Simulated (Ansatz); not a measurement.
`CN(C)[Si](O)(O)Br` and `CN(C)[Si](O)(O)O` differ in one atom or group.

Ansatz, PBE0-D4/def2-TZVP geometries, multiplicity 1. Each molecule was computed in one conformer, which needn't be the lowest.

Scalar relativity is left out up to krypton.

| property | `CN(C)[Si](O)(O)Br` |
| --- | --- |
| size of the dipole moment (PBE/def2-TZVPP) / D | 0.10 |
| LUMO energy (ωB97M-V/def2-TZVPP) / eV | 2.08 |
| ideal-gas entropy at 298 K and 1 bar (rigid rotor, harmonic PBE0-D4/def2-TZVP) / J/(mol·K) | 422 |
| HOMO energy (PBE/def2-TZVPP) / eV | -5.48 |
| LUMO energy (PBE0/def2-TZVPP) / eV | 0.59 |
| size of the dipole moment (ωB97M-V/def2-TZVPP) / D | 0.08 |

Problem. Give the same properties after the change, and the shifts. (Estimate.)

Solution. Ansatz gave: 
| property | `CN(C)[Si](O)(O)O` | shift |
| --- | --- | --- |
| size of the dipole moment (PBE/def2-TZVPP) / D | 1.48 | 1.38 |
| LUMO energy (ωB97M-V/def2-TZVPP) / eV | 1.94 | -0.14 |
| ideal-gas entropy at 298 K and 1 bar (rigid rotor, harmonic PBE0-D4/def2-TZVP) / J/(mol·K) | 410 | -12 |
| HOMO energy (PBE/def2-TZVPP) / eV | -5.08 | 0.40 |
| LUMO energy (PBE0/def2-TZVPP) / eV | 0.54 | -0.05 |
| size of the dipole moment (ωB97M-V/def2-TZVPP) / D | 1.59 | 1.51 |

With PBE0 the HOMO rises by 0.35 eV and the LUMO falls by 0.05 eV, so the gap narrows by about 0.40 eV. PBE moves the HOMO by 0.40 eV and ωB97M-V by 0.30 eV. The zero-point energy changes by 33.9 kJ/mol with +3 modes. Dipoles are sizes alone; their direction can turn. Modes under 60 cm⁻¹, often nearly free rotors, make the harmonic entropy too high.

Spin–orbit coupling is left out; it splits and shifts lone-pair levels of the heavy atoms by tenths of an eV.
